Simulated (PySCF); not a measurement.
Calculation: PBE-D3(BJ)/def2-TZVP // PBE0-D3(BJ)/def2-TZVP run with PySCF. All species are isolated molecules in the gas phase. One relaxed conformer stands for a flexible species; it need not be the lowest. Delta-SCF ions had no search for a lower state. 

Reference species (SMILES): `C=[SiH2]` (neutral, multiplicity 1).

| Property | Result |
|---|---|
| LUMO | -2.07 eV |
| vertical ionisation energy (Delta-SCF) | 8.91 eV |

Changed species: `C=[SiH]CO` (C–Si–C–O torsion -4°, Si–C–O–H torsion -47°) (X = hydroxymethyl; the reference has X = H).

Question: Predict the effect on the LUMO and vertical ionisation energy (Delta-SCF).

Answer: the LUMO rises by 0.31 eV, to -1.76 eV; the vertical ionisation energy (Delta-SCF) drops by 0.39 eV, to 8.52 eV.
